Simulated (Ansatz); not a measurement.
`OBCCO`, relaxed with RKS PBE-D4/def2-SVP in the Gaussian-basis code of Ansatz from a rough embedded geometry. The force threshold is 0.03 eV/Å; the program also tests the step.

Total charge 0; spin multiplicity 1.

Start:

```xyz
12

O     2.294    0.481    0.908
B     0.924    0.755    0.937
C     0.080    0.567   -0.378
C    -1.071   -0.556   -0.210
O    -1.805   -0.643   -1.343
H     2.453   -0.479    1.173
H     0.391    1.109    1.917
H    -0.419    1.482   -0.689
H     0.721    0.186   -1.180
H    -1.715   -0.197    0.677
H    -0.583   -1.490    0.146
H    -1.270   -1.215   -1.960
```

```
        step  energy (eV)  largest force (eV/Å)  largest move (Å)
           1   -6944.9224                 3.608             0.000
           2   -6945.2224                 1.697             0.194
           3   -6945.4738                 1.607             0.195
4 (rejected)   -6945.4676                 3.325             0.195
           5   -6945.6452                 0.789             0.095
           6   -6945.7666                 1.408             0.098
           7   -6945.8884                 0.717             0.150
           8   -6945.9475                 0.436             0.200
           9   -6945.9552                 0.344             0.200
          10   -6945.9572                 0.257             0.156
          11   -6945.9738                 0.179             0.167
          12   -6945.9784                 0.048             0.036
          13   -6945.9793                 0.162             0.045
          14   -6945.9812                 0.094             0.069
          15   -6945.9812                 0.250             0.089
          16   -6945.9830                 0.224             0.016
          17   -6945.9849                 0.072             0.063
          18   -6945.9854                 0.031             0.038
          19   -6945.9856                 0.039             0.030
          20   -6945.9857                 0.017             0.006
```

End:

```xyz
12

O     2.346    0.414    0.811
B     0.987    0.479    0.902
C     0.120    0.292   -0.398
C    -1.138   -0.568   -0.231
O    -2.019   -0.513   -1.340
H     2.781    0.577    1.667
H     0.466    0.703    1.992
H    -0.216    1.317   -0.689
H     0.749   -0.080   -1.238
H    -1.726   -0.209    0.640
H    -0.842   -1.622    0.006
H    -1.507   -0.790   -2.122
```

Hardware: 4 threads of an Arm Neoverse V1 on a shared host. Wall time 21 s, peak host memory 0.14 GiB.
